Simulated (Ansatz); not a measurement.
Ideal-gas functions of `[BH2][GeH2][PH2]` at 800 K and 1 bar, from an Ansatz frequency run at PBE0-D4/def2-TZVP.

Molar mass 120.44 g/mol, point group C1 (symmetry number 1), electronic degeneracy 1, moments of inertia 52.849, 161.725, 200.375 u Å². Harmonic wavenumbers (cm⁻¹, unscaled): 87, 99, 119, 347, 403, 500, 535, 608, 691, 733, 763, 864, 919, 1096, 1166, 2130, 2136, 2402, 2414, 2596, 2691.

Use S(trans) = R[1.5 ln M + 2.5 ln T − 1.1517]; rotational temperatures θ = 24.2544 K / I; S(rot) = R[ln(√π/σ · √(T³/θAθBθC)) + 1.5]; for each mode x = 1.438777 ν̃/T, S = R[x/(eˣ − 1) − ln(1 − e⁻ˣ)] and H = RT x/(eˣ − 1); 1 cm⁻¹ = 0.0119627 kJ/mol; R = 8.31446 J/(mol·K).

Q: By hand: the entropy, in J/(mol·K).

A: Translation 189.1. Rotation: θ = 0.4589, 0.15, 0.121 K, giving 120.5. Vibration, mode by mode: 23.75, 22.67, 21.15, 12.37, 11.17, 9.47, 8.95, 7.97, 7.02, 6.59, 6.31, 5.44, 5.02, 3.90, 3.53, 0.89, 0.88, 0.60, 0.59, 0.45, 0.39, in all 159.1. Electronic 0.0. Sum 468.7 J/(mol·K).

Q: By hand: H − E and G − E in kJ/mol, counted from the electronic energy.

A: Zero-point energy ½ × 23299 × 0.0119627 = 139.4; thermal vibration 60.8; translation, rotation and pV give 4 RT = 26.6. H − E = 226.8 kJ/mol, and G − E = 226.8 − 800 × 468.7/1000 = -148.2 kJ/mol.

Vibration gives 34 % of the entropy, 67.6 J/(mol·K) of it from the modes under 150 cm⁻¹: soft modes count most, and the harmonic formula is weakest for them. The sum counts one conformer and one mirror image; others add a mixing term.
